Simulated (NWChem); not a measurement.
Species: AlSiH3Cl2; SMILES [SiH3][Al]([Cl])[Cl]

**Question.** Give the equilibrium geometry at B3LYP/6-31G* (spherical d) (NWChem) as a list of bonds and angles, with the point group.

**Answer.** point group C1; any orientation.
Bonded distances (Å): Al1–Cl2 2.114, Al1–Cl3 2.114, Al1–Si4 2.444, Si4–H5 1.488, Si4–H6 1.490, Si4–H7 1.488. Angles (°): Cl2–Al1–Cl3 116.2, Cl2–Al1–Si4 122.2, Cl3–Al1–Si4 121.6, Al1–Si4–H5 110.5, Al1–Si4–H6 109.4, Al1–Si4–H7 110.8, H5–Si4–H6 108.4, H5–Si4–H7 109.1, H6–Si4–H7 108.6.
